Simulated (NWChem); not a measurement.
System: CH6N cation; SMILES C[NH3+]

The following NWChem deck was run.

```
start job
memory heap 200 mb stack 900 mb global 1100 mb
charge 1
geometry units angstroms noautosym nocenter noautoz
  C      0.000000     0.000000     0.814573
  N      0.000000     0.000000    -0.702497
  H     -1.016838     0.195558     1.154755
  H      0.677777     0.782828     1.154755
  H      0.339061    -0.978386     1.154755
  H     -0.625345    -0.723642    -1.080310
  H      0.939365    -0.179744    -1.080310
  H     -0.314020     0.903386    -1.080310
end
basis spherical
  * library def2-svp
end
dft
  xc xpbe96 cpbe96
  iterations 150
end
cosmo
  do_cosmo_smd true
  solvent ethanol
end
task dft energy
```

Parts of the log:

```
             Northwest Computational Chemistry Package (NWChem) 7.3.0
             --------------------------------------------------------

                             Geometry "geometry" -> ""
                             -------------------------

 Output coordinates in angstroms (scale by  1.889725989 to convert to a.u.)

  No.       Tag          Charge          X              Y              Z
 ---- ---------------- ---------- -------------- -------------- --------------
    1 C                    6.0000     0.00000000     0.00000000     0.81457300
    2 N                    7.0000     0.00000000     0.00000000    -0.70249700
    3 H                    1.0000    -1.01683800     0.19555800     1.15475500
    4 H                    1.0000     0.67777700     0.78282800     1.15475500
    5 H                    1.0000     0.33906100    -0.97838600     1.15475500
    6 H                    1.0000    -0.62534500    -0.72364200    -1.08031000
    7 H                    1.0000     0.93936500    -0.17974400    -1.08031000
    8 H                    1.0000    -0.31402000     0.90338600    -1.08031000

 Effective nuclear repulsion energy (a.u.)      47.5806732872

  pbe96 is a nonlocal functional; adding pw91lda local functional.

                                 NWChem DFT Module
                                 -----------------

 Summary of "ao basis" -> "ao basis" (spherical)
 ------------------------------------------------------------------------------
       Tag                 Description            Shells   Functions and Types
 ---------------- ------------------------------  ------  ---------------------
 C                          def2-svp                 6       14   3s2p1d
 N                          def2-svp                 6       14   3s2p1d
 H                          def2-svp                 3        5   2s1p

 in cosmo_initialize ...
 calling solv_data for solv:ethanol

 solvent parameters
 solvname_short: ethanol
 solvname_long:  ethanol
 dielec:       24.8520
 dielecinf:     1.8526
 nonaqueous SMD model solvent descriptors
 dielec:       24.8520
 sola:          0.3700
 solb:          0.4800
 solc:          0.0000
 solg:         31.6200
 solh:          0.0000
 soln:          1.3611

          ---------------
          -cosmo- solvent
          ---------------
 Cosmo: York-Karplus, doi: 10.1021/jp992097l
 dielectric constant -eps-     =  24.85
 screen = (eps-1)/(eps    )    =   0.95976
 surface charge correction     = lagrangian

[...]

                                COSMO-SMD solvation results
                                ---------------------------

             internal energy in gas <Psi(g)|H|Psi(g)> =       -96.009510956403
         internal energy in solvent <Psi(s)|H|Psi(s)> =       -96.008215191360
                               delta internal energy  =         0.001295765044 (    0.81 kcal/mol)
   total free energy in solvent <Psi(s)|H+V/2|Psi(s)> =       -96.126929782331
 polarization energy contribution <Psi(s)|V/2|Psi(s)> =        -0.118714590971 (  -74.49 kcal/mol)
    total free energy in solvent including G(SMD-CDS) =       -96.125894840435
                       G(SMD-CDS) energy contribution =         0.001034941895 (    0.65 kcal/mol)
     1 M fixed-concentration free energy of solvation =        -0.116383884032 (  -73.03 kcal/mol)

                       DFT Final Molecular Orbital Analysis
                       ------------------------------------

 Vector    7  Occ=2.000000D+00  E=-4.482022D-01
              MO Center= -2.4D-04, -4.4D-05,  2.2D-01, r^2= 1.6D+00
   Bfn.  Coefficient  Atom+Function         Bfn.  Coefficient  Atom+Function
  ----- ------------  ---------------      ----- ------------  ---------------
    20      0.442855  2 N  pz                 6      0.376363  1 C  pz
    23     -0.225441  2 N  pz                29      0.141930  3 H  s
    34      0.141630  4 H  s                 39      0.141789  5 H  s
     9      0.125470  1 C  pz                 2      0.099643  1 C  s
    16     -0.095909  2 N  s                 44      0.094327  6 H  s

 Vector    8  Occ=2.000000D+00  E=-3.729780D-01
              MO Center= -9.9D-02, -1.7D-01,  7.8D-01, r^2= 1.5D+00
   Bfn.  Coefficient  Atom+Function         Bfn.  Coefficient  Atom+Function
  ----- ------------  ---------------      ----- ------------  ---------------
    39      0.324206  5 H  s                  5     -0.319517  1 C  py
     4      0.310139  1 C  px                29     -0.293191  3 H  s
    54      0.149419  8 H  s                 49     -0.134954  7 H  s
     8     -0.125431  1 C  py                19     -0.122859  2 N  py
     7      0.121526  1 C  px                18      0.119155  2 N  px

 Vector    9  Occ=2.000000D+00  E=-3.729042D-01
              MO Center=  1.0D-01,  1.7D-01,  7.8D-01, r^2= 1.5D+00
   Bfn.  Coefficient  Atom+Function         Bfn.  Coefficient  Atom+Function
  ----- ------------  ---------------      ----- ------------  ---------------
    34      0.356470  4 H  s                  4      0.319574  1 C  px
     5      0.310156  1 C  py                29     -0.205008  3 H  s
    44      0.164209  6 H  s                 39     -0.151319  5 H  s
     7      0.125361  1 C  px                18      0.122860  2 N  px
    35      0.123202  4 H  s                  8      0.121643  1 C  py

 Vector   10  Occ=0.000000D+00  E= 2.570494D-03
              MO Center=  4.0D-03,  5.0D-04, -7.2D-01, r^2= 4.1D+00
   Bfn.  Coefficient  Atom+Function         Bfn.  Coefficient  Atom+Function
  ----- ------------  ---------------      ----- ------------  ---------------
    17      1.302617  2 N  s                  3      0.602228  1 C  s
    50     -0.595973  7 H  s                 45     -0.590503  6 H  s
    55     -0.592464  8 H  s                  9      0.422854  1 C  pz
    30     -0.345726  3 H  s                 35     -0.346252  4 H  s
    40     -0.346820  5 H  s                 16      0.338363  2 N  s

[...]
```

Level: PBE/def2-SVP, SMD on the gas-phase geometry. Geometry: optimised at B3LYP/6-31G* (spherical d). Solvent: ethanol.
